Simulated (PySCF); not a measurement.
# Relaxation of singlet HTi(OH)

These are results of PBE0 in PySCF with Ti def2-TZVP, H def2-TZVP, O def2-TZVP; no relativity; density-fitted integrals, not measurements. A (50,194) grid was used.

A hand-made linear (heavy-atom frame) start, of Cs symmetry, held to at least that symmetry:

Coordinates in bohr (charge 0 multiplicity 1):
```
Ti   -0.0212    0.0000    0.9387
H    -0.0212    0.0000    4.1134
O    -0.0212    0.0000   -2.8219
H     1.3685    0.0000   -3.9880
```

(1) What forces act on the atoms at the start (eV/Å)?

(2) What does it relax to?

(3) How much energy is released, and in how many steps?

## Answers

(1) 
```tsv
atom	Fx	Fy	Fz
Ti1	-0.27	0.00	-3.72
H2	0.09	0.00	1.88
O3	0.43	0.00	1.89
H4	-0.25	0.00	-0.05
```

(2) It ends at Cs with O–H 0.956 Å, Ti–H 1.713 Å, Ti–O 1.758 Å; H–O–Ti 147.8°, H–Ti–O 109.9° (after a last refinement on a finer grid). A frequency run shows a minimum. Other isomers or separated fragments may lie lower.

(3) 73.3 kJ/mol in 29 steps.

Stability towards spin polarisation was not tested. At this level a triplet minimum of Cs symmetry lies 117 kJ/mol below this structure.
